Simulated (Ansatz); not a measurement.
Te2Pb3⁺, relaxed as a doublet with UKS PBE0-D4/def2-SVP in Ansatz, starting from the GFN1-xTB geometry. Force threshold 0.02 eV/Å.

In the def2 sets Pb, Te take a core potential; there is no spin–orbit coupling. The structure comes from a short search, and lower isomers may exist.

Start:

```xyz
5

Pb   -0.619    1.803   -0.140
Pb    1.382    0.874    2.187
Pb   -0.190   -2.097   -1.291
Te    1.739   -0.045   -0.506
Te   -2.312   -0.535   -0.250
```

**Question.** Estimate the energy that the relaxation releases and the steps that it takes.

**Answer.** 1.08 eV, in 11 steps; 3.3 min on 4 threads of AMD EPYC on a shared host. No frequencies were taken in this run, so the end may be a saddle point.

**Question.** Does the start keep its bonding?

**Answer.** Bonds formed: Pb2–Te5 (atoms count from 1).

**Question.** Predict the relaxed structure.

**Answer.** 
```xyz
5

Pb   -0.481    1.952   -0.634
Pb    0.554    0.291    2.004
Pb   -0.059   -1.934   -1.165
Te    1.950    0.138   -0.689
Te   -1.965   -0.448    0.485
```
Bond lengths (bridged metal pairs left out): 6 × Pb–Te 2.92 to 3.04 Å.
